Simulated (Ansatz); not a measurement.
`O/C(S)=[CH]/[AlH2]` + GeH₄ → `O/C(S)=[CH]\[GeH3]` + `[AlH3]`  (formal exchange of groups at a C–Al bond)

Calculated with Ansatz (gas phase, PBE0-D4/def2-TZVP geometries, no zero-point term in ΔE). CCSD(T)/CBS adds triple-zeta CCSD(T) − MP2 to the extrapolated MP2 energy (def2 sets, frozen cores). This one scheme is used for every species. Double bonds are as drawn, so ΔE can hold a change between cis and trans. For Ge outer-core shells are correlated without core-valence functions, which leaves a few kJ/mol of doubt a bond. Scalar relativity is left out up to krypton. Each species was taken in one conformer, which may not be the lowest.

```csv
species,CCSD(T)/CBS(def2) energy (Eh)
`O/C(S)=[CH]/[AlH2]`,-794.03764
GeH₄,-2078.49493
`O/C(S)=[CH]\[GeH3]`,-2628.73924
`[AlH3]`,-243.78045
```

(1) Work out ΔE.

Largest T1 diagnostic among the species: 0.013.

## Answers

(1) ΔE = (-2628.73924) + (-243.78045) − (-794.03764) − (-2078.49493) = 0.01288 Eh = +8.1 kcal/mol.

In def2-TZVPP, CCSD(T) changes the Hartree–Fock value by −0.8 kcal/mol (the triples alone add +0.0 kcal/mol) and MP2 by −0.8 kcal/mol.
